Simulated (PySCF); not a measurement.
## P: excitation energy

P [Ne] 3s2 3p3 (4S) → P [Ne] 3s2 3p2 3d1 (high-spin determinant), as a difference of total energies. All numbers are calculated (PySCF 2.14, scalar relativity by spin-free X2C-1e, in dyall-av3z). Correlated levels: valence: [Ne] frozen; virtual orbitals above 40 to 60 times the deepest correlated orbital energy dropped. The calculations carry no spin-orbit coupling.

```tsv
method	excitation energy (cm⁻¹)
UHF	75171
LDA	71511
PBE	70814
PBE0	72720
r2SCAN	74336
B3LYP	71488
LC-wPBE	76150
TPSSh	72816
CAM-B3LYP	73435
MP2 (valence)	75860
SCS-MP2 (valence)	75347
```

A first-order spin-orbit estimate (lowest level to lowest level, LS coupling) adds -0.022 eV.

The promoted electron is Rydberg-like, and one or two diffuse shells describe it only roughly, which tends to raise the upper state.

In the upper state the promoted electron has a positive orbital energy at LDA, PBE, PBE0, r2SCAN, B3LYP, TPSSh, so the basis confines it.

The determinant of the upper state mixes LS terms, which raises its energy above the lowest term, most at the Hartree-Fock and MP2 levels.
